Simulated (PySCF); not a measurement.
## Energy of Tl (thallium, neutral) between two integer charges

The 6p alpha orbital of [Xe] 4f14 5d10 6s2 6p1 is emptied in steps (occupation f), with all orbitals relaxed, ending at [Xe] 4f14 5d10 6s2. Calculation: PySCF 2.14, in aug-cc-pVTZ-PP with ECP60MDF; a scalar-relativistic core potential. The exact energy is a straight line in f; departures are measured from the line between the end points of the same method.

```
  f  UHF (eV)  LDA (eV)  PBE (eV)  PBE0 (eV)  r2SCAN (eV)  LC-wPBE (eV)  BHandHLYP (eV)  wB97X (eV)  BLYP (eV)  HSE06 (eV)
  1     0.000     0.000     0.000      0.000        0.000         0.000           0.000       0.000      0.000       0.000
0.9     0.020    -0.256    -0.248     -0.181       -0.234         0.005          -0.125      -0.020     -0.256      -0.217
0.7     0.046    -0.605    -0.584     -0.425       -0.545         0.015          -0.293      -0.048     -0.606      -0.508
0.5     0.054    -0.726    -0.701     -0.506       -0.641         0.021          -0.350      -0.059     -0.729      -0.605
0.3     0.044    -0.614    -0.592     -0.425       -0.527         0.021          -0.296      -0.050     -0.618      -0.508
0.1     0.019    -0.264    -0.255     -0.182       -0.216         0.010          -0.127      -0.021     -0.267      -0.217
  0     0.000     0.000     0.000      0.000        0.000         0.000           0.000       0.000      0.000       0.000
```

```
   method  E(f=0) − E(f=1) (eV)  −ε at f=1 (eV)  −ε at f=0.5 (eV)
      UHF                 5.007           5.234             5.002
      LDA                 5.581           2.754             5.553
      PBE                 5.422           2.686             5.396
     PBE0                 5.438           3.426             5.436
   r2SCAN                 5.499           2.898             5.549
  LC-wPBE                 5.507           5.560             5.525
BHandHLYP                 5.391           4.005             5.384
    wB97X                 5.291           5.074             5.284
     BLYP                 5.349           2.524             5.312
    HSE06                 5.456           3.055             5.455
```

Orbital energy along the path (eV):

```
  f     UHF     LDA     PBE    PBE0  r2SCAN  LC-wPBE  BHandHLYP   wB97X    BLYP   HSE06
  1  -5.234  -2.754  -2.686  -3.426  -2.898   -5.560     -4.005  -5.074  -2.524  -3.055
0.9  -5.185  -3.288  -3.206  -3.822  -3.417   -5.559     -4.276  -5.110  -3.054  -3.525
0.7  -5.090  -4.399  -4.283  -4.624  -4.479   -5.549     -4.827  -5.191  -4.159  -4.482
0.5  -5.002  -5.553  -5.396  -5.436  -5.549   -5.525     -5.384  -5.284  -5.312  -5.455
0.3  -4.918  -6.736  -6.534  -6.250  -6.585   -5.482     -5.948  -5.386  -6.501  -6.430
0.1  -4.840  -7.926  -7.685  -7.058  -7.477   -5.420     -6.519  -5.484  -7.712  -7.390
  0  -4.802  -8.508  -8.253  -7.446  -7.817   -5.393     -6.812  -5.506  -8.321  -7.849
```

Reference removal energy between the ground levels: 6.108 eV (measured; NIST Atomic Spectra Database, ionization energies). The calculation has no spin-orbit coupling. UHF lacks correlation.
